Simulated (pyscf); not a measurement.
Optimised with ωB97X-D3(BJ)/def2-SVP in PySCF. Correlated levels are frozen-core, on RHF or UHF. ΔMP2 is the change of the MP2 total energy from the triple- to the quadruple-zeta basis. Singlets are restricted, triplets unrestricted.

Singlet (Å):
```xyz
2

F      0.2366     1.0984     0.6604
In     1.2562     0.4177    -0.9107
```

Triplet (Å):
```xyz
2

F      1.4356    -2.2094    -0.4461
In     0.3061    -1.0575    -1.5850
```

Question: For these two minima of F–In, which spin state lies lower at CCSD(T)/def2-TZVPP + ΔMP2(QZVPP), and by how much (electronic energies)?

Answer: The singlet, by 376.4 kJ/mol. Zero-point energy shifts E(triplet) − E(singlet) by -0.1 kJ/mol. 

E(triplet) − E(singlet) by level (kJ/mol):

| level | gap |
|---|---|
| ωB97X-D3(BJ)/def2-TZVP | +371.6 |
| PBE/def2-TZVP | +372.2 |
| r²SCAN/def2-TZVP | +352.9 |
| B3LYP-D3(BJ)/def2-TZVP | +381.6 |
| PBE0-D3(BJ)/def2-TZVP | +358.2 |
| M06-2X/def2-TZVP | +352.3 |
| ωB97M-D3(BJ)/def2-TZVP | +370.1 |
| HF/def2-TZVP | +267.3 |
| MP2/def2-QZVPP | +384.1 |
| CCSD/def2-TZVPP | +361.3 |
| CCSD(T)/def2-TZVPP | +365.2 |
| CCSD(T)/def2-TZVPP + ΔMP2(QZVPP) | +376.4 |

The triplet is the lowest one reached from the SCF start used. The CCSD(T) − MP2 part came from Ansatz, without density fitting, on the same reference. The frozen core leaves the outer d or s,p core shells of the metals and heavy elements correlated in the MP2 and CC values, and def2-TZVPP describes them poorly, which can shift differences by a few kcal/mol. The term symbol of open-shell F–In was not checked; spin-orbit terms are left out. Elements past Kr carry the def2 core potentials, without spin-orbit coupling.
